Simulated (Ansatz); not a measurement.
Program: Ansatz. Geometries: PBE0-D4/def2-TZVP. ΔE: electronic, gas phase. CCSD(T)/CBS adds triple-zeta CCSD(T) − MP2 to the extrapolated MP2 energy (def2 sets, frozen cores). Functionals use def2-TZVPP. B3LYP here is the variant with VWN-RPA as its local correlation; programs differ in this. For Ge, Se outer-core shells are correlated without core-valence functions, which leaves a few kJ/mol of doubt a bond. Scalar relativity is left out up to krypton. Each species was taken in one conformer, which may not be the lowest.

Reaction (cleavage of the Si–Ge bond): `[CH3][GeH]([F])[SiH2]F` + `B[SeH]` → `B[Se][SiH2]F` + `[CH3][GeH2][F]`

`[CH3][GeH]([F])[SiH2]F`:

```xyz
11

C    -1.802    0.135    0.202
Ge    0.046    0.620    0.554
F     0.352    0.168    2.222
Si    1.664   -0.567   -0.754
F     1.160   -2.079   -0.949
H    -2.089    0.448   -0.803
H    -1.925   -0.945    0.284
H    -2.452    0.627    0.926
H     0.264    2.147    0.510
H     2.989   -0.597   -0.089
H     1.794    0.043   -2.104
```

`B[SeH]`:

```xyz
5

B     0.077   -0.489   -0.402
Se    0.693    0.827    0.820
H    -1.077   -0.580   -0.675
H     0.915   -1.198   -0.864
H    -0.608    1.440    1.122
```

`B[Se][SiH2]F`:

Z-matrix (Å, degrees):
```
Si
Se 1 2.276
F 1 1.597 2 110.1
H 1 1.478 2 109.8 3 -118.8
H 1 1.480 2 108.3 3 117.5
B 2 1.915 1 97.3 3 86.3
H 6 1.191 2 116.4 1 -178.9
H 6 1.191 2 120.8 1 1.5
```

`[CH3][GeH2][F]`:

```xyz
8

C     0.941   -0.407    0.198
Ge   -0.830    0.330   -0.068
F    -0.912    0.824   -1.743
H     1.062   -0.736    1.233
H     1.695    0.349   -0.022
H     1.091   -1.262   -0.462
H    -1.092    1.604    0.751
H    -1.956   -0.702    0.112
```

| level | ΔE (kJ/mol) | difference from CCSD(T)/CBS |
| --- | --- | --- |
| PBE-D4 | -48.0 | 12.3 |
| r2SCAN-D4 | -55.4 | 4.9 |
| PBE0-D4 | -53.4 | 6.9 |
| B3LYP-D4 | -52.2 | 8.1 |
| ωB97X-V | -55.8 | 4.5 |
| ωB97M-V | -58.8 | 1.5 |
| B2PLYP | -56.9 | 3.4 |
| PBE | -47.3 | 13.0 |
| r2SCAN | -55.6 | 4.7 |
| PBE0 | -53.1 | 7.2 |
| B3LYP | -50.8 | 9.5 |
| HF/def2-TZVPP | -64.1 | -3.8 |
| MP2/def2-TZVPP | -66.5 | -6.2 |
| SCS-MP2/def2-TZVPP | -63.5 | -3.2 |
| CCSD/def2-TZVPP | -56.9 | 3.4 |
| CCSD(T)/def2-TZVPP | -57.2 | 3.1 |
| HF/def2-QZVPP | -64.8 | -4.5 |
| MP2/def2-QZVPP | -68.5 | -8.2 |
| SCS-MP2/def2-QZVPP | -65.6 | -5.3 |
| HF/CBS(def2) | -64.9 | -4.6 |
| MP2/CBS(def2) | -69.6 | -9.3 |
| CCSD/CBS(def2) | -60.1 | 0.2 |
| CCSD(T)/CBS | -60.3 | 0 |

Largest T1 diagnostic among the species: 0.013.

From PBE to PBE0 (25 % exact exchange), in def2-TZVPP and without D4, ΔE moves by −5.8 kJ/mol.
